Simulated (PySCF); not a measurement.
Structure problem from calculated spectra and properties.

Formula: C7H12SSi.

- 13C NMR: chemical shifts (computed TMS as zero) by class: 149.2 (1 C), 141.4 (1 C), 90.6 (1 C), 85.9 (1 C), 32.9 (1 C), 24.5 (1 C), 15.9 (1 C) ppm [GIAO B3LYP/pcSseg-1]
- NMR, other nuclei: isotropic shieldings of nuclei other than C and H, by class: 393 (1 Si), 566 (1 S) ppm [GIAO B3LYP/pcSseg-1]
- 1H NMR: chemical shifts (computed TMS as zero) by class: 4.48 (3 H), 3.31 (1 H), 2.20 (2 H), 2.11 (3 H), 1.10 (3 H) ppm [GIAO B3LYP/pcSseg-1]
- UV, strongest line: among the 10 lowest singlet transitions: S2 at 5.22 eV (237 nm, f = 0.292) [TDDFT wB97X-D/def2-SVPD]
- Rotational structure: rotational constants A, B, C: 1.644, 0.800, 0.637 GHz [PBE0-D3(BJ)/def2-SVP]
- Valence photoelectron: vertical ionisation energy: 8.38 eV [ΔSCF wB97X-D/def2-SVPD]
- Dipole: 1.76 D [wB97X-D/def2-SVPD]
- UV, first state: lowest singlet excitation: 4.82 eV (257 nm, f = 0.023) [TDDFT wB97X-D/def2-SVPD]

The electronic properties come from PySCF, for the isolated species, density fitting. Levels stand in brackets. Geometry: PBE0-D3(BJ)/def2-SVP, one conformer, isolated molecule. Each NMR value is the plain mean over a class of atoms that symmetry, rotation or inversion makes alike.

Question: Give a SMILES that accounts for the data.

Answer: Numbering: `[CH:1]#[C:2]/[C:3]([CH2:4][CH3:5])=[C:6](/[CH3:7])[S:8][SiH3:9]`. Its formula, C7H12SSi, gives 3 degrees of unsaturation: 0 rings and 3 π bonds in the structure found. 7 carbons fall into 7 classes; from least to most shielded: fully substituted alkene carbon [C6] (149.2 ppm), fully substituted alkene carbon [C3] (141.4 ppm), terminal alkyne carbon [C1] (90.6 ppm), alkyne carbon [C2] (85.9 ppm), allylic carbon [C4] (32.9 ppm), allylic carbon [C7] (24.5 ppm), methyl carbon [C5] (15.9 ppm). Hydrogen classes from least to most shielded: 3 H on an SiH3 silicon, Si9 (4.48 ppm), 1 H on a terminal alkyne carbon, C1 (3.31 ppm), 2 H on an allylic carbon, C4 (2.20 ppm), 3 H on an allylic carbon, C7 (2.11 ppm), 3 H on a methyl carbon, C5 (1.10 ppm, a mean of values up to 0.7 ppm apart in this geometry). The other shieldings belong to: 393 ppm, SiH3 silicon [Si9]; 566 ppm, sulfur bonded to C and Si [S8]. The first electron is taken from the HOMO, whose largest Löwdin shares are 0.21 on a fully substituted alkene carbon, 0.18 on a fully substituted alkene carbon, 0.16 on the terminal alkyne carbon and 0.15 on the sulfur bonded to C and Si. The optimised geometry has point group C1 and is an asymmetric top. Structure: `C#C/C(CC)=C(/C)S[SiH3]`. Computed isomers that give other values at the same levels: `C#C/C(CC)=C(\C)S[SiH3]` (13C chemical shifts (computed TMS as zero) by class: 151.2 (1 C), 133.8 (1 C), 89.5 (1 C), 85.4 (1 C), 33.5 (1 C), 27.4 (1 C), 15.0 (1 C) ppm); `CC(C)[SiH2]c1cccs1` (13C chemical shifts (computed TMS as zero) by class: 143.4 (1 C), 142.3 (1 C), 142.0 (1 C), 132.5 (1 C), 20.1 (2 C), 18.6 (1 C) ppm); `CCC[SiH2]c1cccs1` (13C chemical shifts (computed TMS as zero) by class: 142.6 (1 C), 142.0 (1 C), 141.6 (1 C), 132.5 (1 C), 23.3 (1 C), 18.5 (1 C), 17.9 (1 C) ppm). The assignments are read from this structure; whether some other isomer fits the data as well wasn't checked.

Conformer computed: `[CH:1]#[C:2]/[C:3]([CH2:4][CH3:5])=[C:6](/[CH3:7])[S:8][SiH3:9]`: C2–C3–C4–C5 -80°, C3–C6–S8–Si9 -82°.
